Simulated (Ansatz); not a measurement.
Basis-set series for `[CH3][GeH]([F])[F]`. The species carries charge 0 and has multiplicity 1. Geometry: relaxed with PBE0-D4/def2-TZVP.

```tsv
functional	basis	functions	energy (Eh)	HOMO (eV)	LUMO (eV)
PBE0-D4	def2-SVP	94	-2316.33584	-9.37	0.99
PBE0-D4	def2-QZVPP	380	-2316.95819	-9.49	0.35
ωB97M-V	def2-SVP	94	-2316.63720	-11.59	2.89
ωB97M-V	def2-QZVPP	380	-2317.26529	-11.73	1.55
```

(1) Give the rows for def2-TZVPP. (An estimate is asked.)

## Answers

(1) The calculation gave: 
```csv
functional,basis,functions,energy (Eh),HOMO (eV),LUMO (eV)
PBE0-D4,def2-TZVPP,197,-2316.89871,-9.45,0.65
ωB97M-V,def2-TZVPP,197,-2317.20771,-11.69,2.35
```

Positive LUMOs are unbound and depend on the basis. Scalar relativity is left out up to krypton.

Computed with Ansatz.
